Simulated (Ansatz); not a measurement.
```yaml
crystal:
  periodic: [false, false, false]
  atoms:
    - {symbol: Cl, position_ang: [-1.013703, -0.083939, 1.894766]}
    - {symbol: Ti, position_ang: [0.009908, -0.014696, -0.008240]}
    - {symbol: Cl, position_ang: [1.760436, -1.280980, 0.068623]}
    - {symbol: Cl, position_ang: [-1.316568, -0.713055, -1.565990]}
    - {symbol: Cl, position_ang: [0.609727, 2.018969, -0.430559]}
basis:
  gaussian: {orbitals: "6-31G*"}
total_charge: -1
magnetization: {spin_polarized: true, initial_magnetization: 1}
hamiltonian: {xc: {name: PBE0}, dispersion: d2}
scf: {lower_state_search: full}
output: {forces: true}
```

```sh
$ ansatz run in.yaml --threads 4 --pin off --events-out ev --progress --plain --max-ram 10444MiB
```

(1) How does Ansatz answer? (Estimate.)

## Answers

(1) Computed: The program refused the input.
```
Error: YAML parse error: error: line 13 column 45: hamiltonian.dispersion: `d2` is not `none`, `rvv10`, `d3bj`, `d3bjatm`, `d4` or a map `{method: …, s8: …, a1: …, a2_bohr: …}` (numbers without units, a2 in bohr) or `{method: …, functional: …}`
11 | total_charge: -1
12 | magnetization: {spin_polarized: true, initial_magnetization: 1}
13 | hamiltonian: {xc: {name: PBE0}, dispersion: d2}
14 | scf: {lower_state_search: full}
15 | output: {forces: true}
```
